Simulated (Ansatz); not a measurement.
The same ligand exchange along the group B, Al, Ga.

Isolated molecules relaxed with PBE0-D4/def2-TZVP in Ansatz; ΔE leaves out vibrations. CCSD(T)/CBS is the MP2 limit (def2-TZVPP, def2-QZVPP) plus CCSD(T) − MP2 in def2-TZVPP, frozen cores. This one scheme is used for every species. For Ga, Ge, Se outer-core shells are correlated without core-valence functions, which leaves a few kJ/mol of doubt a bond. Scalar relativity is left out up to krypton. One conformer a species, not always the lowest.

```json
{"reaction": "`[BH2][GeH2][O]C` + H₂Se → `C[O][GeH2][SeH]` + BH₃", "MP2/CBS(def2) (kJ/mol)": "-84", "CCSD(T)/CBS(def2) (kJ/mol)": "-74"}
{"reaction": "`C[O][GeH2][AlH2]` + H₂Se → `C[O][GeH2][SeH]` + `[AlH3]`", "MP2/CBS(def2) (kJ/mol)": "-58", "CCSD(T)/CBS(def2) (kJ/mol)": "-48"}
{"reaction": "`C[O][GeH2][GaH2]` + H₂Se → `C[O][GeH2][SeH]` + `[GaH3]`", "MP2/CBS(def2) (kJ/mol)": "-41", "CCSD(T)/CBS(def2) (kJ/mol)": "-34"}
```

Largest T1 diagnostic: 0.013, for `[GaH3]`.
